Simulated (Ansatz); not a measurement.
Tuning the range parameter of LC-ωPBE so that −HOMO meets the ionisation energy; basis def2-TZVP, Ansatz. System: (KI)2 ring (K2I2). Charge 0, multiplicity 1. Geometry: PBE0-D4/def2-SVP. The ionised state is a doublet.

Geometry of the singlet:

```xyz
4

K    -1.187   -1.291    1.198
I    -1.781    1.748    0.119
K     1.189    1.292   -1.194
I     1.779   -1.750   -0.123
```

In the def2 sets I takes a core potential; there is no spin–orbit coupling.

| ω (1/bohr) | HOMO (eV) | LUMO (eV) | vertical IE (eV) | HOMO + IE (eV) |
| --- | --- | --- | --- | --- |
| 0.1 | -6.51 | -0.37 | 7.58 | 1.07 |
| 0.15 | -7.08 | -0.13 | 7.77 | 0.69 |
| 0.2 | -7.54 | 0.00 | 7.96 | 0.42 |
| 0.3 | -8.22 | 0.13 | 8.28 | 0.06 |

Task: Where does the tuning condition hold?

Result: Not within the range that was run.
